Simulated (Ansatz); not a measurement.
Nb(NH)(F)(Cl)2 (Cl2FHNNb), SMILES [Cl][Nb]([Cl])([F])=[NH], multiplicity 1.

The structure is a stationary point at B3LYP-D3(BJ)/def2-SVP. The multiplicity is an assumed one; no other spin state was optimised. The structure was generated by enumeration; whether it is a known compound was not checked. The def2 effective core potentials stand for the cores of Nb; spin–orbit coupling is left out.

Two levels are set side by side: PBE/def2-SVPD (Ansatz, a quantum-chemistry and plane-wave program) and CAM-B3LYP/def2-SVPD (Ansatz). Energy differences of separate SCF runs at the same geometry; the states with an electron removed or added have multiplicity 2 and 2. Differences are taken from unrounded values.

```csv
quantity,CAM-B3LYP
vertical ionisation energy (eV),10.97
vertical electron affinity (eV),1.25
vertical singlet–triplet gap (eV),3.82
```

Q: What does PBE give, and how far is it from CAM-B3LYP? (The exact figures need the calculation; the answer reports its results.)

A: 
```tsv
quantity	PBE	PBE minus CAM-B3LYP
vertical ionisation energy (eV)	10.42	-0.55
vertical electron affinity (eV)	0.74	-0.51
vertical singlet–triplet gap (eV)	4.00	0.18
```
